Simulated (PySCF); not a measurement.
Coordinates in bohr (charge 0 multiplicity 1):
```
Bi   -0.0004   -1.8830    0.0000
O    -3.5160   -2.4669    0.0000
I     0.4438    3.4129    0.0000
```

All numbers come from PBE0/[Bi def2-TZVP with ECP60, O def2-TZVP, I def2-TZVP with ECP28], scalar-relativistic core potentials, density fitting, no spin–orbit coupling, PySCF.

This geometry of BiOI is a stationary point at this level.

(1) What is the point group?

(2) Is it a minimum?

(3) Give the ideal-gas entropy at 298.15 K and 1 bar by parts.

(4) What is the atomisation energy, with and without zero-point energy?

Answers

(1) Cs.

(2) Yes: all harmonic wavenumbers are real.

(3) translation 182.0, rotation 118.9, vibration 22.7, spin 0.0; total 323.6 J/(mol K).

(4) 577 kJ/mol without, 570 kJ/mol with.

This need not be the most stable arrangement of these atoms. Spin–orbit coupling, left out here, can matter for elements this heavy.
